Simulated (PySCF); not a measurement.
Species: C₄H₃ClF₂O₂.
Cartesian coordinates in Å at the PBE0-D3(BJ)/def2-SVP level; atoms count from 1:
```xyz
12
C4H3ClF2O2 angstrom
C     -2.284    0.012   -0.482
O     -1.166    0.285    0.353
C      0.037   -0.005   -0.073
F      0.117   -0.461   -1.297
C      1.141    0.159    0.703
F      0.956    0.618    1.938
C      2.489   -0.133    0.238
O      2.800   -0.548   -0.834
Cl     3.708    0.208    1.492
H     -3.162    0.329    0.091
H     -2.224    0.581   -1.421
H     -2.355   -1.063   -0.707
```

All values: PBE0/def2-SVPD (PySCF, non-relativistic), on one gas-phase PBE0-D3(BJ)/def2-SVP geometry that isn't relaxed in the solvent. The solvent is an IEF-PCM continuum (cavity from Bondi-type radii × 1.2), and excitations are vertical TDDFT with non-equilibrium linear response and a frozen core. The model holds no explicit solvent molecules, cavitation or dispersion.

Gas-phase singlets (H = HOMO, L = LUMO):

| state | E (eV) | λ (nm) | f | leading configuration |
| --- | --- | --- | --- | --- |
| S1 | 4.733 | 262 | 0.000 | H-1→L 95% |
| S2 | 5.153 | 241 | 0.494 | H→L 97% |
| S3 | 5.919 | 209 | 0.000 | H-3→L 96% |
| S4 | 6.254 | 198 | 0.020 | H-2→L 89% |
| S5 | 6.330 | 196 | 0.000 | H→L+2 95% |

Give the list for chloroform (ε = 4.711), n² = 2.09.

| state | E (eV) | λ (nm) | f | leading configuration | change by rank (eV) |
| --- | --- | --- | --- | --- | --- |
| S1 | 4.907 | 253 | 0.543 | H→L 92% | +0.174 |
| S2 | 4.908 | 253 | 0.035 | H-1→L 90% | -0.245 |
| S3 | 6.125 | 202 | 0.000 | H-3→L 96% | +0.206 |
| S4 | 6.214 | 200 | 0.001 | H→L+1 94% | -0.040 |
| S5 | 6.414 | 193 | 0.027 | H-2→L 90% | +0.084 |

The ground-state energy changes by -0.223 eV from gas to chloroform. By how much does the total energy of gas-phase S3 change?

E(S3) = E(S0) + excitation energy, so it changes by -0.223 + 0.206 = -0.017 eV: it is lowered less than the ground state, which is what a blue shift means. This is the vertical state, with the slow part of the continuum still set for S0.

How do the frontier levels move from gas to chloroform?

```csv
orbital,gas (eV),solvent (eV),change (eV),"Löwdin shares, gas","Löwdin shares, solvent"
LUMO+2,0.32,0.49,+0.17,"Cl9 35 %, C7 16 %, C5 12 %, O2 6 %","C3 22 %, C1 21 %, F4 11 %, O2 8 %"
LUMO+1,0.10,0.24,+0.14,"C1 28 %, C3 17 %, H12 10 %, H11 9 %","Cl9 44 %, C7 20 %, C5 11 %, O8 7 %"
LUMO,-1.93,-1.96,-0.03,"C7 25 %, C3 21 %, O8 20 %, O2 9 %","C7 26 %, C3 20 %, O8 20 %, O2 10 %"
HOMO,-7.50,-7.44,+0.06,"C5 30 %, C3 16 %, O2 15 %, F6 14 %","C5 31 %, O2 15 %, C3 14 %, F6 13 %"
HOMO-1,-8.54,-8.76,-0.22,"O8 53 %, Cl9 32 %, C7 7 %","O8 54 %, Cl9 31 %, C7 7 %"
HOMO-2,-9.26,-9.51,-0.25,"Cl9 76 %, O8 14 %, C7 10 %","Cl9 75 %, O8 14 %, C7 10 %"
HOMO-3,-9.30,-9.54,-0.24,"Cl9 75 %, C7 10 %, O8 8 %, C5 5 %","Cl9 76 %, C7 10 %, O8 7 %, C5 5 %"
```

The HOMO–LUMO gap goes from 5.57 to 5.48 eV. Rows go by rank; for LUMO+1 and LUMO+2 the atom shares or the degeneracy differ between the runs, so the row needn't follow one orbital.
